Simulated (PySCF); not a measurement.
Se(Br)(Me) (CH3BrSe), SMILES Br[Se]C.

The structure is a stationary point at B3LYP-D3(BJ)/def2-SVP.

Two levels are set side by side: TDA-PBE/def2-SVPD (PySCF) and TDA-B3LYP/def2-SVPD (PySCF). Vertical, same geometry. The lowest singlet is HOMO→LUMO 100 % with PBE and HOMO→LUMO 100 % with the other functional; states are paired by order. Differences are taken from unrounded values.

| quantity | TDA-B3LYP |
|---|---|
| lowest singlet excitation (eV) | 2.45 |
| lowest triplet excitation (TDA) (eV) | 1.74 |
| first bright state (f over 0.05) (eV) | 6.18 |
| its oscillator strength | 0.07 |

What does TDA-PBE give, and how far is it from TDA-B3LYP? (Estimate from the structure and the level; the computed values follow.)


| quantity | TDA-PBE | TDA-PBE minus TDA-B3LYP |
|---|---|---|
| lowest singlet excitation (eV) | 2.35 | -0.09 |
| lowest triplet excitation (TDA) (eV) | 1.65 | -0.08 |
| first bright state (f over 0.05) (eV) | 6.43 | 0.25 |
| its oscillator strength | 0.06 | 0.00 |

Functionals without exact exchange tend to place singlet excitations lower, as here. Differences between two approximate levels are no errors against the true value.

Rough cost on one machine, each run with all the roots and properties that it gave: TDA-B3LYP against TDA-PBE within a factor of 2.
